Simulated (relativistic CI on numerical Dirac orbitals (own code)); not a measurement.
Method of calculation: Dirac-Coulomb-Breit CI, separate exchange-only KLI orbitals for each configuration, model QED, unscaled Slater integrals (own radial code, finite nucleus).

The strongest absorption lines from the ground level of an ion, among the configurations computed and to levels below about 4780 eV (vacuum wavelength in Å, gf): 2.7946 (0.7), 3.4579 (1.8), 3.4580 (2.3), 3.4619 (0.86), 3.4781 (0.79), 3.6150 (1.9), 3.6261 (1.2), 3.6328 (2).

Problem. Which ion is it?
A. Ag40+
B. Ag38+
C. Sn41+
D. Ag36+

Solution. B. Ag38+ has 9 electrons and the ground level 2s²2p⁵ ²P°3/2; the strongest line goes to 2s²2p⁴3d ²D5/2. The pattern of lines fixes the number of electrons, and along that sequence the line energies rise steadily with the charge (about as its square where n changes within one kind of shell, about linearly where n is kept but much faster in heavy ions where fine structure, which grows about as Z⁴, sets the gap, and irregularly where shells cross), which fixes Z. Configurations outside the model, such as inner-shell arrays, can give stronger lines. At this charge energies of transitions that change n are usually good to better than 1 %, and those within a shell (Δn = 0) to a few per cent.

LS names give the leading component of a level, which can be under half, so a name can repeat, a term be missing and a line seem to break the LS rules.
